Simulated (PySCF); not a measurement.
Species: C₈H₇OP.
Atom-mapped SMILES: `[CH3:1][c:2]1[cH:3][cH:4][c:5]([P:6]=[C:7]=[O:8])[cH:9][cH:10]1`

Cartesian coordinates in Å at the GFN2-xTB level; atoms count from 1:
```
atom  x, y, z in Å
C1    -2.6997    0.7247   -0.1103
C2    -1.2942    0.2189   -0.0140
C3    -0.2203    1.1019    0.0171
C4     1.0815    0.6477    0.0847
C5     1.3373   -0.7203    0.1227
P6     3.0099   -1.4548    0.2156
C7     3.9167   -0.0850    0.2373
O8     4.6978    0.7759    0.2613
C9     0.2683   -1.6120    0.0917
C10   -1.0292   -1.1445    0.0240
H11   -2.9859    0.8255   -1.1578
H12   -3.3936    0.0338    0.3623
H13   -2.7945    1.7005    0.3598
H14   -0.4061    2.1663   -0.0107
H15    1.8952    1.3583    0.1102
H16    0.4583   -2.6758    0.1233
H17   -1.8484   -1.8490    0.0022
```

Probes without a nucleus sit at each ring's centroid and 1 Å off its mean plane on both sides; NICS is minus the shielding there, NICSzz its component along the normal. Level: GIAO PBE0/pcSseg-1 (PySCF, non-relativistic, gas phase) on the GFN2-xTB geometry, one conformer.

Ring bond lengths (Å), with Mayer bond orders in brackets: C2–C3 1.391 (1.39), C3–C4 1.380 (1.48), C4–C5 1.392 (1.34), C5–C9 1.392 (1.41), C9–C10 1.381 (1.46), C10–C2 1.389 (1.41).

Problem. What do the NICS probes read (ppm)?

Solution. 
```json
{"ring": "C2–C3–C4–C5–C9–C10", "type": "6-membered carbocycle; formal bonds all aromatic", "NICS(0)": "-7.4", "NICS(1), two faces": "-10.2 / -10.4", "NICS(1)zz, two faces": "-25.2 / -25.4", "rms pucker (Å)": "0.00", "centre to ring atoms, mean (Å)": "1.39"}
```

Problem. What do they say, and how far can they be read as aromaticity?

Solution. 
- C2–C3–C4–C5–C9–C10: mean NICS(1)zz -25.3 ppm, shielded. The ring is flat and has no four-coordinate atom; by the NICS criterion it is aromatic.

Problem. What does the geometric index give? HOMA = 1 − mean of α(R − Ropt)² over the ring bonds, with Krygowski's 1993 parameters (CC: Ropt 1.388 Å, α 257.7 Å⁻²).

Solution. 
- C2–C3–C4–C5–C9–C10: HOMA 0.99 = 1 − EN − GEO, with mean bond length 1.388 Å, EN = α(Ropt − mean)² = 0.000 and GEO = α × variance = 0.007. The geometric and the magnetic index point the same way.
